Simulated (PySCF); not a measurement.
C4H7F, SMILES C1C(F)(C1)C. Atoms are numbered in the order given.

```xyz
12

C      0.8048     1.3824     0.0000
C     -0.0591     0.1501     0.0000
F     -1.4047     0.4765     0.0000
C      0.3015    -1.0927    -0.7624
C      0.3015    -1.0927     0.7624
H      0.6013     1.9991    -0.8990
H      1.8778     1.1103     0.0000
H      0.6013     1.9991     0.8990
H     -0.5280    -1.6153    -1.2628
H      1.2629    -1.1247    -1.2991
H     -0.5280    -1.6153     1.2628
H      1.2629    -1.1247     1.2991
```

The structure is a stationary point at PBE-D3(BJ)/def2-SVP.

Two levels are set side by side: PBE/pcSseg-1 (PySCF) and KT2/pcSseg-1 (PySCF). GIAO shifts against CFCl3 (¹⁹F), TMS (¹H), TMS (¹³C) at the same level; non-relativistic, no solvent, atoms listed together averaged. Differences are taken from unrounded values.

| quantity | PBE |
|---|---|
| δ(¹³C) of C1 (ppm) | 27.2 |
| δ(¹³C) of C2 (ppm) | 82.7 |
| δ(¹⁹F) of F3 (ppm) | -217.3 |
| δ(¹³C) of C4, C5 (ppm) | 18.8 |

### Question
These are the PBE values. What does KT2 give? (An estimate is asked for; the answer gives what the named calculation found.)

### Answer

```tsv
quantity	KT2	PBE minus KT2
δ(¹³C) of C1 (ppm)	26.8	0.4
δ(¹³C) of C2 (ppm)	79.6	3.1
δ(¹⁹F) of F3 (ppm)	-223.9	6.6
δ(¹³C) of C4, C5 (ppm)	17.7	1.1
```

Rough cost on one machine, each run with all the roots and properties that it gave: KT2 against PBE within a factor of 2.
